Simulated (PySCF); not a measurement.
Species: sum formula H3SiO3, charge -1, multiplicity 1. It need not be the lowest isomer of its formula. Whether it binds its extra electron was not tested at this geometry. SMILES: [O-][SiH](O)O
Geometry from a B3LYP-D3(BJ)/def2-TZVP (Ansatz) optimisation:
```
Si
O 1 1.5591
O 1 1.6997 2 113.72
H 3 0.9626 1 106.30 2 -8.04
O 1 1.6997 2 113.72 4 -117.40
H 5 0.9626 1 106.30 2 8.04
H 1 1.5024 2 119.40 6 -123.00
```
Charge -1, spin multiplicity 1.

Dispersion corrections to the total energy (kcal/mol) from the dftd3 and dftd4 libraries through PySCF: D3(BJ) without and D4 with the three-body term, each with the damping fitted for the functional named.

| functional | D3(BJ) | D4 |
|---|---|---|
| PBE0 | -2.18 | -2.70 |
| B2GP-PLYP | -1.79 | -1.33 |
| LC-wPBE | -2.37 | -3.62 |
| B3LYP | -4.53 | ___ |
| TPSSh | ___ | -3.98 |
| BHLYP | -3.61 | -3.83 |
| r2SCAN | -0.66 | ___ |

Problem. Fill in the missing entries.

Solution. 
- B3LYP, D4: -5.28
- TPSSh, D3(BJ): -2.92
- r2SCAN, D4: -0.76
